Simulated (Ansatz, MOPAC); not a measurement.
Species: C4H5OSi, net charge 0, doublet state. SMILES: [SiH2]c1ccoc1

Atoms: Si1, C2, C3, C4, O5, C6, H7, H8, H9, H10, H11. Bonds: Si1-C2, Si1-H7, Si1-H8, C2-C3, C2-C6, C3-C4, C3-H9, C4-O5, C4-H10, O5-C6, C6-H11.

Bond lengths (Å) and angles (degrees) optimised at PM3 with MOPAC; PM7 with MOPAC; MNDO with MOPAC; HF/6-31G* with Ansatz (a quantum-chemistry and plane-wave program); PBE/6-31G* with Ansatz; B3LYP/LANL2DZ with Ansatz, each started from the B3LYP-D3(BJ)/def2-TZVP structure (Ansatz) of the last column. A row stands for all coordinates that are equal there; 13 of 26 kinds are shown. 6-31G* holds six Cartesian d functions. No wavenumbers were computed at MNDO, PBE/6-31G*, B3LYP/LANL2DZ, so these may be saddle points.

```tsv
coordinate	PM3	PM7	MNDO	HF/6-31G*	PBE/6-31G*	B3LYP/LANL2DZ	B3LYP-D3(BJ)/def2-TZVP
Si1-C2	1.723	1.749	1.720	1.850	1.853	1.854	1.841
Si1-H7	1.485	1.437	1.372	1.477	1.504	1.486	1.485
C2-C3	1.445	1.456	1.449	1.450	1.451	1.463	1.447
C2-C6	1.393	1.379	1.418	1.361	1.384	1.387	1.368
C3-C4	1.375	1.367	1.401	1.342	1.365	1.372	1.351
C3-H9	1.087	1.074	1.079	1.071	1.089	1.081	1.077
C4-O5	1.383	1.381	1.368	1.349	1.376	1.401	1.366
C4-H10	1.085	1.065	1.083	1.068	1.088	1.078	1.075
Si1-C2-C3	126.4	127.0	127.6	128.7	128.6	127.5	128.3
Si1-C2-C6	128.1	127.6	128.5	127.3	126.9	127.3	127.0
C3-C2-C6	105.3	105.4	103.9	103.9	104.4	105.1	104.5
C2-C3-C4	107.0	106.6	107.2	106.7	107.0	107.7	107.0
C2-C6-O5	110.7	110.8	111.4	111.8	111.7	110.9	111.4
```

Mean signed difference of all 11 bond lengths from B3LYP-D3(BJ)/def2-TZVP: PM3 0.000 Å, PM7 -0.012 Å, MNDO -0.020 Å, HF/6-31G* -0.007 Å, PBE/6-31G* 0.013 Å, B3LYP/LANL2DZ 0.014 Å.
